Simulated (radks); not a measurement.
The numbers below are computed, except where a source is named.
These are the eigenvalues of the occupied orbitals of an atom or ion with whole-number occupations (eV). Code: a radial shooting solver on a logarithmic mesh with Libxc functionals. Model: scalar-relativistic Kohn-Sham, PBEsol, spin-polarised, spherical densities, finite nucleus; Fermi nuclear charge, rms radius of each element as measured or else 0.836 A^(1/3) + 0.57 fm.

orbital  eigenvalue
1s up     -32986.62
1s down   -32986.50
2s up     -5114.165
2s down   -5114.108
2p up     -4593.266
2p down   -4593.168
3s up     -1048.245
3s down   -1048.141
3p up     -879.4295
3p down   -879.3123
3d up     -626.3371
3d down   -626.2262
4s up     -200.6811
4s down   -200.4468
4p up     -147.7340
4p down   -147.4827
4d up      -70.5659
4d down    -70.1453
5s up      -37.0237
5s down    -34.5170
5p up      -25.5088

Which element is it, and in what charge state? The configuration may be excited. Open shells, if any, are filled with parallel spins first.

Answer. Z = 53, iodine, charge +2: I2+ in [Kr] 4d10 5s2 5p3. The list shows which subshells hold electrons but not how many an open one holds; the 1s level, -1212.2 hartree, gives Z - s = 49.2 by -(Z - s)^2/2, which with screening and relativity narrows Z to a few neighbours, and the depths of the outer levels then fix element, charge and occupations together.
